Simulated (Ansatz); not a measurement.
A made-up structure of H2TeO2, singlet:

O1  (-0.652, -0.579, -0.930)
Te2  (-0.123, -0.986, 0.763)
O3  (1.200, 0.204, 0.381)
H4  (-1.281, 0.228, -0.864)
H5  (0.857, 1.133, 0.649)
(Å)

It is relaxed with PBE-D4/def2-SVP and then PBE0-D4/def2-TZVP (Ansatz 0.2.0). Atoms count as bonded within 1.22 times the sum of their covalent radii (H–H: 0.88 Å). The end point is not checked to be a true minimum.

Question: Does its bonding change? (Judge from chemistry; the calculation decides.)

Answer: The calculation gives: No: no bond forms or breaks.

Where it ends: The first stage lowers the energy by 1.55 eV in 8 steps. It ends as H₂TeO₂ ([OH][Te][OH]):
```csv
atom,x (Å),y (Å),z (Å)
O1,-0.8894,-0.6559,-1.0647
Te2,-0.1112,-0.9139,0.7035
O3,1.3968,0.3115,0.5537
H4,-1.5194,0.0700,-1.0315
H5,1.1232,1.1883,0.8390
```

Labels in which every atom is bracketed show which atoms are joined, not bond orders.

For scale, one of the runs: PBE0-D4/def2-TZVP relaxation, 124 basis functions, launched by `ansatz run in.yaml --threads 2 --pin off --events-out ev --progress --plain --max-ram 4352MiB`. Hardware: 2 CPU threads of an Intel Xeon Platinum 8259CL, shared host. Wall time about 21 s.
